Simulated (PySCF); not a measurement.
Species: C7H5NOS.
Numbering: `[CH3:1][c:2]1[cH:3][c:4](=[O:5])[cH:6][c:7]([C:8]#[N:9])[s:10]1` (hydrogens: H11, H12, H13 on C1; H14 on C3; H15 on C6)

Cartesian coordinates in Å at the GFN2-xTB level; atoms count from 1:
```xyz
15
C7H5NOS angstrom
C     -2.3672   -0.1076    0.9660
C     -1.0160    0.0020    0.3399
C     -0.7672    0.6831   -0.7891
C      0.5156    0.8398   -1.4647
O      0.6268    1.4864   -2.4949
C      1.6689    0.1859   -0.8509
C      1.6389   -0.5455    0.2816
C      2.8143   -1.1401    0.7963
N      3.7695   -1.6190    1.2079
S      0.2138   -0.8555    1.2392
H     -2.3485    0.2948    1.9782
H     -2.6694   -1.1523    1.0327
H     -3.1050    0.4367    0.3834
H     -1.5904    1.1847   -1.2810
H      2.6115    0.3145   -1.3665
```

Level of theory: wB97X-D/def2-SVPD in PySCF (dipole) on a GFN2-xTB geometry, gas phase.

Take the most abundant isotopes and a rigid rotor. 

Task: Give the principal moments of inertia and the rotational constants in cm⁻¹.

Result: Ia = 316.96, Ib = 485.49, Ic = 799.33 u·Å²; 505379 MHz·u·Å²/I gives 1594, 1041 and 632.3 MHz, that is A = 0.05319, B = 0.03472, C = 0.02109 cm⁻¹.

Task: What kind of rotor is it?

Result: An asymmetric top. Ray's parameter κ = (2B − A − C)/(A − C) = -0.150; −1 is the prolate and +1 the oblate limit.

Task: What does the inertial defect say?

Result: Not planar: Δ = Ic − Ia − Ib = -3.12 u·Å². For a rigid frame Δ = −2 Σ m c², so Σ m c² = 1.56 u·Å² lies off the ab plane, practically all of it from hydrogen. The atom farthest from that plane is 0.88 Å away.

Task: Give the other two planar moments, Paa and Pbb, and the rms extents of the mass along the axes.

Result: Paa = Σ m a² = (Ib + Ic − Ia)/2 = 483.93 and Pbb = Σ m b² = (Ia + Ic − Ib)/2 = 315.40 u·Å². With the mass M = 151.01 u, the rms extents √(P/M) along a, b and c are 1.79, 1.45, 0.10 Å.

Task: Which types of transition are allowed, and where do some lines up to J = 5 fall?

Result: The dipole components are |μa| = 3.16 D, |μb| = 3.88 D, |μc| = 0.00 D; the mirror of this Cs structure is the ab plane, so μc vanishes by symmetry and there are no c-type lines. The squared components, which scale the intensities, stand as 0.66 : 1.00 (a : b). Some lines, for components of 0.1 D or more:

```tsv
type	branch	J(Ka,Kc)	MHz	lower level (cm⁻¹)
a	Q	4(2,2) ← 4(2,3)	1630	0.655
a	R	1(0,1) ← 0(0,0)	1673	0.000
b	Q	4(2,2) ← 4(1,3)	2306	0.632
b	Q	4(3,1) ← 4(2,2)	2859	0.709
b	Q	5(2,3) ← 5(1,4)	3274	0.912
b	Q	4(3,2) ← 4(2,3)	4229	0.655
b	Q	5(4,1) ← 5(3,2)	4436	1.112
b	R	4(0,4) ← 3(1,3)	5607	0.316
b	R	2(2,0) ← 1(1,1)	5982	0.074
a	R	4(2,2) ← 3(2,1)	7521	0.459
b	R	5(1,4) ← 4(2,3)	7711	0.655
a	R	5(3,3) ← 4(3,2)	8615	0.796
a	R	5(3,2) ← 4(3,1)	9208	0.805
b	R	5(4,1) ← 4(3,2)	13905	0.796
```

Not checked by GFN2-xTB frequencies. These are rigid-rotor constants of the computed structure; measured ground-state constants (B0) also hold zero-point vibration. A rigid rotor knows nothing of internal rotation, which can split or shift real lines. Quadrupole hyperfine structure (14N) is left out.
